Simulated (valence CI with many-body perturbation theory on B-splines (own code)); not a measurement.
The numbers below are computed, except where a source is named.
Sc XIV: magnetic and hyperfine properties of the levels

Method: relativistic CI+MBPT: six valence electrons over a frozen Dirac-Fock core [He], a basis of 9 s, 9 p, 8 d, 6 f, 3 g, 1 h functions for each j, with the one-electron correlation potential Σ1, the two-electron term Σ2, the three-electron term Σ3, Breit, model QED; selected CI, second order for the rest, scaled by the run's own slope (own B-spline code, finite nucleus).

No measured spectrum was set against this ion. As an estimate, levels of excited configurations hold to 0.05 to 0.15 % of their energy, terms of the ground configuration to about 0.5 %. Among the levels kept, up to 3000 cm⁻¹ of a level comes from second order outside the variational space, and about a tenth of that is noise between levels of different J, which matters for small intervals.

A/g_I is the dipole constant over the nuclear g factor μ/I (μ in nuclear magnetons, uniformly magnetised nucleus), B/Q the quadrupole constant per barn. Both hold the static response of the core; the bare values leave it out. Large factors of s and p1/2 electrons are usually good to 5 to 10 %; those of open d and f shells near neutrality can be off by tens of per cent, and small factors of p3/2, d and f electrons come from cancelling terms and can be off by a factor of two or in sign, in half-filled shells by more. B is blank for J = 1/2, where it vanishes, and for nearly pure S terms. Energies count from the lowest level. Levels with J = 0 are left out.

Names give the largest LS component (configuration and term), which can be under half, so a name can repeat, a term be missing and a line seem to break the LS rules; names also repeat where a configuration has a term twice. Letters in brackets count levels of one name in rising energy.

```tsv
Level	E (Ry)	g	A/g_I (MHz)	A/g_I bare	B/Q (MHz/b)	B/Q bare
2s2 2p4 3P_2	0.000	1.480	12700	14000	20700	20800
2s2 2p4 3P_1	0.284	1.499	-850	597	-11500	-11500
2s2 2p4 1D_2	0.894	1.017	25800	25800	-44000	-44200
2s 2p5 3P°_2	6.058	1.499	63100	62300	-22800	-23000
2s 2p5 3P°_1	6.285	1.495	63700	63300	11400	11500
2s 2p5 1P°_1	8.327	1.001	38200	37600	-22600	-22700
2s2 2p3 3s 5S°_2	34.690	1.988	13800	15500		
2s2 2p3 3s 3S°_1	35.064	1.969	-11700	-7990		
2s2 2p3 3s 3D°_1	35.811	0.587	4080	4160	11000	11000
2s2 2p3 3s 3D°_2	35.820	1.201	20300	20200	25600	25700
2s2 2p3 3s 3D°_3	35.890	1.332	29000	29200	-297	-299
2s2 2p3 3s 1D°_2	36.043	1.037	22800	23300	-5620	-5650
2s2 2p3 3p 5P_1	36.264	2.466	-3060	329	631	634
2s2 2p3 3p 5P_2	36.283	1.808	4000	5870	-4720	-4740
2s2 2p3 3p 5P_3	36.337	1.658	2120	3580	5850	5880
2s2 2p3 3s 3P°_1	36.503	1.439	51800	51100	-7910	-7950
2s2 2p3 3s 3P°_2	36.621	1.435	23700	23900	-20700	-20800
2s2 2p3 3p 3P_1 [a]	36.629	1.486	7680	9040	-3060	-3080
2s2 2p3 3p 3P_2 [a]	36.667	1.504	3870	5280	7710	7750
2s2 2p3 3s 1P°_1	36.758	0.997	12600	13300	-3520	-3550
2s2 2p3 3p 3D_1 [a]	37.201	0.819	12100	11900	10500	10600
2s2 2p3 3p 3D_2 [a]	37.321	1.074	19500	19600	-4100	-4110
2s2 2p3 3p 3D_3 [a]	37.394	1.252	20800	21100	-13300	-13300
2s2 2p3 3p 1P_1 [a]	37.409	0.781	40300	39900	-3850	-3870
2s2 2p3 3p 3F_2	37.428	0.822	11400	11200	13200	13300
2s2 2p3 3p 3F_3	37.492	1.182	8050	8330	25300	25400
2s2 2p3 3p 3F_4	37.549	1.249	16200	16600	5340	5360
2s2 2p3 3p 1F_3	37.550	1.024	20500	20700	48.6	40.5
2s2 2p3 3p 3P_1 [b]	37.870	1.671	4880	6210	3820	3840
2s2 2p3 3p 3P_2 [b]	37.992	1.476	17900	18800	6360	6400
2s2 2p3 3p 3D_1 [b]	38.072	0.615	42000	41200	3280	3290
2s2 2p3 3p 3D_2 [b]	38.121	1.095	18200	18600	2330	2340
2s2 2p3 3p 3S_1	38.144	1.691	-4740	-3670	6230	6260
```

Question: Take the isotope of mass number 45, with I = 7/2, μ = 4.754 μN and Q = -0.22 b. What is the hyperfine structure of 2s 2p5 3P°_1?

Answer: From the table A = 86500 MHz, B = -2510 MHz. Shifts from the centre of gravity in MHz: F = 5/2: -391000, F = 7/2: -84700, F = 9/2: 302000.
